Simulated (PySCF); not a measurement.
**PdO from Hartree–Fock to correlated methods**

State: ³Π (triplet), unpaired electrons σ ↑, π ↑. Set-up: Pd def2-TZVPP with ECP28, O def2-TZVPP; scalar-relativistic core potentials (PySCF 2.14). De refers to Pd (4d10) + O in their high-spin ground configurations, without counterpoise correction. The functionals are run spin-unrestricted. A positive dipole means Pd(−)O(+).

```csv
Level,Re (Å),ωe (cm⁻¹),De (eV),μ (D),"CPU s a point (SCF and correlation, without the integrals)"
UHF,1.993,529,n/a,-6.14,1.8
UHF-MP2,1.829,544,n/a,n/a,3.3
UHF-SCS-MP2,1.870,543,n/a,n/a,n/a
PBE,1.803,669,3.34,-3.75,2.9
BLYP,1.824,644,3.20,-3.76,1.4
BP86,1.804,671,3.32,-3.74,2.1
r²SCAN,1.801,652,3.16,-3.87,3.5
PBE0,1.824,593,2.50,-4.09,4.2
M06-2X,1.882,510,1.91,-4.23,4.8
CAM-B3LYP,1.833,581,2.50,-4.23,5.8
B2PLYP,1.812,552,2.33,-4.40,4.1
```

The bond length runs from 1.801 Å (r²SCAN) to 1.993 Å (UHF). De spans 1.91 eV (M06-2X, hybrid meta-GGA) to 3.34 eV (PBE, GGA).

Correlated steps freeze 1 core orbital. The metal atom is held in its measured ground configuration; semilocal functionals can put another filling of s and d lower by some tenths of an eV, and De to that atom would be smaller. Spin–orbit coupling is left out, which matters for elements this heavy, above all for dissociation energies. Counting both spins, an empty level lies below a filled one in some of these solutions, because spin and occupation are held. B2PLYP dipoles, levels and charges come from its SCF part alone. With d or f electrons several states lie close, and the lowest PBE0 determinant need not be the measured ground state.

The whole job (state search and all levels along the bond) took about 17 min on 1 thread of Arm Neoverse N1 (shared host), peak memory 2.4 GiB.
